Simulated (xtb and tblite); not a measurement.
Internal rotation in SMILES CC(C[SiH2][SeH])(C)C. Scanned: dihedral C2–C5–Si6–Se7 and dihedral C5–Si6–Se7–H21; all other coordinates were relaxed at GFN2-xTB. Points at φ and −φ are mirror images.

Atom numbering (GFN2-xTB optimised geometry, Å):
```
21

C     -1.0040     1.4673     0.0242
C     -0.8055    -0.0481     0.0123
C     -1.9196    -0.6902    -0.8228
C     -0.8809    -0.5848     1.4411
C      0.5422    -0.4055    -0.6234
Si     2.1091     0.1965     0.2576
Se     3.7962    -0.4625    -1.1642
H     -1.9957     1.7155     0.3963
H     -0.9051     1.8754    -0.9792
H     -0.2706     1.9486     0.6662
H     -1.8867    -0.3300    -1.8489
H     -1.8143    -1.7730    -0.8367
H     -2.8961    -0.4487    -0.4086
H     -0.6701    -1.6516     1.4622
H     -1.8752    -0.4256     1.8530
H     -0.1627    -0.0788     2.0818
H      0.5602    -0.0205    -1.6479
H      0.6099    -1.4944    -0.7114
H      2.2306     1.6482     0.3970
H      2.3738    -0.4534     1.5420
H      4.8647     0.0157    -0.3448
```

Computed with GFN2-xTB run with xtb and tblite.

Energy in kcal/mol above the lowest grid point; x is the dihedral C2–C5–Si6–Se7 (°), y the dihedral C5–Si6–Se7–H21 (°).

```
y \ x  -150  -120  -90  -60  -30    0   30   60   90  120  150  180
-----  ----  ----  ---  ---  ---  ---  ---  ---  ---  ---  ---  ---
180     0.3   0.8  0.5  0.7  0.9  1.7  0.9  0.7  0.5  0.8  0.3  0.0
150     0.7   1.2  1.0  1.6  1.6  1.9  1.2  0.5  0.5  1.2  0.5  0.2
120     1.1   1.6  1.3  2.0  2.4  2.6  1.7  1.2  0.9  1.6  1.0  0.6
90      1.0   1.5  1.1  1.7  2.4  2.7  1.8  1.6  1.1  1.6  0.9  0.5
60      0.7   1.2  0.9  1.7  2.2  3.0  1.8  1.3  1.0  1.2  0.6  0.2
30      0.7   1.2  0.8  2.3  2.7  3.4  2.8  1.2  0.9  1.2  0.5  0.2
0       0.7   1.3  0.8  2.0  3.2  3.7  3.2  2.0  0.8  1.3  0.7  0.2
-30     0.5   1.2  0.9  1.2  2.8  3.4  2.7  2.3  0.8  1.2  0.7  0.2
-60     0.6   1.2  1.0  1.3  1.8  3.0  2.2  1.7  0.9  1.2  0.7  0.2
-90     0.9   1.6  1.1  1.6  1.8  2.7  2.4  1.7  1.1  1.5  1.0  0.5
-120    1.0   1.6  0.9  1.2  1.7  2.6  2.4  2.0  1.3  1.6  1.1  0.6
-150    0.5   1.2  0.5  0.5  1.2  1.9  1.6  1.6  1.0  1.2  0.7  0.2
```

The six lowest points that lie below all their neighbours on the grid: x = 180, y = 180 (0.0 kcal/mol); x = 180, y = -30 (0.2 kcal/mol); x = 180, y = 30 (0.2 kcal/mol); x = -90, y = -150 (0.5 kcal/mol); x = 90, y = 150 (0.5 kcal/mol); x = -90, y = 0 (0.8 kcal/mol). The lowest path on the grid from the first to the second passes x = 180, y = -120 at 0.6 kcal/mol.
